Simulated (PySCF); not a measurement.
# Bond lengths and vibrations by method: BCFH3O anion

Calculated results; nothing here was measured. The program is PySCF 2.14.0, an open-source quantum chemistry code, run on an isolated molecule that a program drew, which may never have been made. The molecule is BCFH3O anion (charge -1, singlet), drawn as the SMILES string `CB([O-])F`.

The geometry was optimised and harmonic frequencies were computed with HF and MP2, all in the aug-cc-pVDZ basis, for the commonest isotopes, with a restricted reference for singlets and an unrestricted one otherwise, and a frozen core in MP2. Each result is a local minimum of its method.

Geometry at the HF minimum:
```xyz
7
BCFH3O anion, angstrom
C     0.4139   -1.0235   -0.1393
B     0.8673   -0.1655    1.1611
O     0.1853    0.6437    1.8554
F     2.2450   -0.4678    1.4403
H    -0.6298   -0.8350   -0.4032
H     1.0380   -0.7829   -1.0096
H     0.5359   -2.1004    0.0349
```

Lengths of the bonds as drawn, in Å (atoms numbered as above):
```
bond,HF,MP2
C1-B2,1.622,1.624
B2-O3,1.266,1.296
B2-F4,1.438,1.477
C1-H5,1.093,1.102
C1-H6,1.098,1.107
C1-H7,1.098,1.107
```

Rotational constants, in GHz:
```
constant     HF    MP2
       A   9.64  9.191
       B  8.552  8.418
       C  4.662  4.518
```

Harmonic frequencies in cm^-1, each column in rising order, so a row needn't be the same motion in every method:
| rank | HF | MP2 |
|---|---|---|
| 1 | 116 | 115 |
| 2 | 345 | 322 |
| 3 | 504 | 457 |
| 4 | 526 | 481 |
| 5 | 740 | ? |
| 6 | 885 | 824 |
| 7 | 965 | 886 |
| 8 | 1047 | 971 |
| 9 | 1378 | 1261 |
| 10 | 1545 | 1446 |
| 11 | 1561 | 1460 |
| 12 | 1683 | 1545 |
| 13 | 3108 | 3025 |
| 14 | 3147 | 3099 |
| 15 | 3193 | 3135 |

**Estimate the missing MP2 frequency from the HF column.**

A single factor s that minimises the squared misfit of MP2 against s times HF over the other rows is sum(HF x MP2) / sum(HF^2) = 0.9635, with an rms misfit of 45 cm^-1. For rank 5 it gives 0.9635 x 740 = 713 cm^-1. The calculation gives 685 cm^-1, 28 cm^-1 below the estimate. The drawn bonds are on average 1.3 % longer in MP2 than in HF.
